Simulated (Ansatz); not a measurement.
Born–Oppenheimer molecular dynamics of F₄H₂NTa (8 atoms, charge 0, multiplicity 1). It starts from a relaxed structure.

Method: Ansatz 0.2.0, RKS PBE0-D4/def2-SVP.

```
ensemble        : NVT, Langevin thermostat
time step       : 1 fs
steps asked     : 166
set temperature : 700 K
friction        : 0.005 /fs
seed            : 997647
```

First frame:

```xyz
8
Properties=species:S:1:pos:R:3
Ta 0.021 0.000 0.000
N 1.969 0.000 0.000
H 2.532 -0.053 0.845
H 2.532 0.053 -0.845
F 0.134 -0.118 1.879
F 0.134 0.118 -1.879
F -0.856 1.651 0.103
F -0.856 -1.651 -0.103
```

(1) How far do the bonds stretch over the last three quarters of this one trajectory? (Pairs bonded in most of those frames.)

## Answers

(1) 
```tsv
bond	mean (Å)	spread (Å)	shortest	longest
Ta1–N2	1.962	0.047	1.88	2.06
Ta1–F5	1.891	0.049	1.81	1.98
Ta1–F6	1.883	0.020	1.84	1.92
Ta1–F7	1.888	0.023	1.84	1.93
Ta1–F8	1.869	0.030	1.81	1.93
N2–H3	1.021	0.032	0.96	1.09
N2–H4	1.021	0.035	0.95	1.09
```

Pairs bonded in part of these frames only: Ta1–H3 25 %.

Mean temperature of the second half: 499 K. The mean temperature of the second half is 29 % below the set value. A run of 0.17 ps of so small a system gives no equilibrium averages.

Run time: 6.1 min on 4 threads of Arm Neoverse V1, on a shared host, peak memory 0.27 GiB.
